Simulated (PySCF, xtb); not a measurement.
Ge(H)2(Br)(Me) (CH5BrGe), SMILES [CH3][GeH2][Br].

GFN2-xTB in xtb 6.7.1 at its own geometry gives an orbital gap of 6.73 eV and a dipole moment of 5.43 D.

Coordinates come from a PBE0-D3(BJ)/def2-SVP optimisation.

What does PySCF with CAM-B3LYP/def2-TZVPD give? (Estimate from the structure and the level; the computed values follow.)

gap 9.74 eV (levels -9.38 and 0.35 eV), dipole 2.50 D.
